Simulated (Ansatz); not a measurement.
Two members of one family (Series (ClBeX)2), computed with Ansatz in the gas phase. The two geometries come from different levels. Binding counts from free atoms in the multiplicity of their measured ground term, without zero-point energy. A dash marks a value that wasn't run or was left out as unsound. The structures are stationary points that may keep the symmetry of their start.

First: (ClBe-mu-H)2 (singlet, charge 0, PBE-D4/def2-TZVP geometry).

```xyz
6

Be    0.3832    0.1888   -0.8945
Cl    1.0886    0.5342   -2.5410
H     0.8401   -0.6821    0.2164
Be   -0.3832   -0.1888    0.8945
Cl   -1.0885   -0.5350    2.5404
H    -0.8402    0.6829   -0.2158
```

```csv
level,HOMO (eV),LUMO (eV),gap (eV),vertical IE (eV),binding per atom (eV)
PBE-D4/def2-TZVP,-7.46,-3.25,4.21,10.30,2.97
r2SCAN-D4/def2-TZVP,-7.80,-2.92,4.87,10.52,3.01
B3LYP-D4/def2-TZVP,-8.54,-2.63,5.91,–,2.94
PBE0-D4/def2-SVP,-8.77,-2.50,6.28,–,2.96
PBE0-D4/def2-TZVP,-8.80,-2.48,6.33,10.81,2.95
```

Second: (ClBe-mu-Cl)2 (singlet, charge 0, PBE0-D4/def2-SVP geometry).

Cartesian coordinates in Å:
```
Be -0.988 0.567 0.656
Cl -2.367 1.358 1.574
Cl -0.806 -1.317 -0.076
Be 0.988 -0.566 -0.657
Cl 2.368 -1.359 -1.571
Cl 0.805 1.318 0.073
```

Problem. Estimate the same table for the second.

Solution. 
| level | HOMO (eV) | LUMO (eV) | gap (eV) | vertical IE (eV) | binding per atom (eV) |
| --- | --- | --- | --- | --- | --- |
| PBE-D4/def2-TZVP | -7.69 | -1.43 | 6.26 | 10.42 | 3.49 |
| r2SCAN-D4/def2-TZVP | -8.05 | -1.01 | 7.05 | 10.68 | 3.52 |
| B3LYP-D4/def2-TZVP | -8.78 | -0.84 | 7.94 | – | 3.37 |
| PBE0-D4/def2-SVP | -9.14 | -0.62 | 8.52 | – | 3.46 |
| PBE0-D4/def2-TZVP | -9.09 | -0.60 | 8.49 | 11.00 | 3.46 |
